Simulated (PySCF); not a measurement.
C3H11FSi2. Atoms are numbered in the order given.

```xyz
17

C     -1.9816     0.8674    -0.4797
C     -1.3633    -0.5029    -0.7942
C     -1.5885    -1.5022     0.3513
Si     0.4924    -0.3478    -1.2011
Si     1.5737     0.7461     0.5819
F      0.8506     0.2591     1.9767
H     -3.0702     0.7807    -0.3231
H     -1.5561     1.2915     0.4457
H     -1.8187     1.5963    -1.2900
H     -1.8388    -0.8998    -1.7104
H     -1.0807    -1.1688     1.2703
H     -1.2078    -2.5054     0.1022
H     -2.6636    -1.6006     0.5797
H      1.0997    -1.6965    -1.4155
H      0.7091     0.4652    -2.4387
H      1.4208     2.2284     0.5031
H      3.0265     0.4261     0.6904
```
Charge 0, spin multiplicity 1.

Geometry: B3LYP-D3(BJ)/def2-SVP. This is a generated structure with no PubChem entry under its InChIKey; it may be hypothetical. One conformer was computed; it need not be the lowest.

The numbers are results of PBE/pcSseg-1 (PySCF), not measurements.

GIAO shieldings, no solvent; atoms listed in one row are averaged. δ = σ(ref) − σ: ¹³C against TMS (σ = 182.0 ppm); ²⁹Si against TMS (σ = 335.4 ppm); ¹⁹F against CFCl3 (σ = 133.6 ppm); ¹H against TMS (σ = 31.49 ppm), references at their B3LYP-D3(BJ)/def2-TZVP geometries, non-relativistic.

```
nucleus                      atoms  count  δ (ppm)
-------  -------------------------  -----  -------
¹³C                         C1, C3      2     24.8
¹³C                             C2      1     19.7
²⁹Si                           Si5      1     17.8
²⁹Si                           Si4      1    -63.2
¹⁹F                             F6      1   -295.2
¹H                             H16      1     6.35
¹H                             H17      1     6.25
¹H                             H14      1     4.24
¹H                             H15      1     4.05
¹H                             H10      1     1.78
¹H       H7, H8, H9, H11, H12, H13      6     1.61
```
